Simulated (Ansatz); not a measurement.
`[F][Sn]([SiH3])([Cl])[Cl]`. Charge 0, multiplicity 1. Sn takes the def2 core potential.

```xyz
8

F    -1.0598    1.9642    1.2280
Sn    0.2065    1.0921    0.0929
Si   -0.3057   -1.4145   -0.0917
Cl    0.0750    2.2604   -1.8955
Cl    2.2513    1.5999    1.0398
H     0.7169   -1.9899   -0.9947
H    -1.6699   -1.5363   -0.6537
H    -0.2142   -1.9759    1.2751
```

Question: What are the harmonic wavenumbers in cm⁻¹ at PBE0-D4/def2-TZVP (Ansatz, finite differences of forces, unscaled)? (An estimate is asked.)

Answer: Computed: 59, 66, 76, 111, 150, 153, 299, 383, 386, 493, 494, 625, 830, 928, 928, 2246, 2273, 2274.

Question: Is this a minimum?

Answer: Yes, all 18 modes are real.

Question: Give the ideal-gas thermochemistry at 298.15 K and 1 bar (rigid rotor, harmonic oscillator; point group Cs, symmetry number 1).

Answer: Zero-point energy 76.4 kJ/mol; H(298) − E = 102.7 kJ/mol; entropy 414.3 J/(mol·K), of which translation 177.2, rotation 124.3, vibration 112.8; G(298) − E = -20.8 kJ/mol. Modes under 100 cm⁻¹ are hindered rotations or soft bends, so the harmonic entropy is rough.

Question: And at 400, 500, 600, 800 and 1000 K?

Answer: 
```json
{"T (K)": "400", "H − E (kJ/mol)": "115.8", "S (J/mol/K)": "452.1", "G − E (kJ/mol)": "-65.0"}
{"T (K)": "500", "H − E (kJ/mol)": "129.7", "S (J/mol/K)": "483.0", "G − E (kJ/mol)": "-111.8"}
{"T (K)": "600", "H − E (kJ/mol)": "144.3", "S (J/mol/K)": "509.5", "G − E (kJ/mol)": "-161.4"}
{"T (K)": "800", "H − E (kJ/mol)": "174.9", "S (J/mol/K)": "553.6", "G − E (kJ/mol)": "-267.9"}
{"T (K)": "1000", "H − E (kJ/mol)": "207.1", "S (J/mol/K)": "589.4", "G − E (kJ/mol)": "-382.3"}
```

Question: Rotational constants (cm⁻¹)?

Answer: 0.04659, 0.0408, 0.03086.
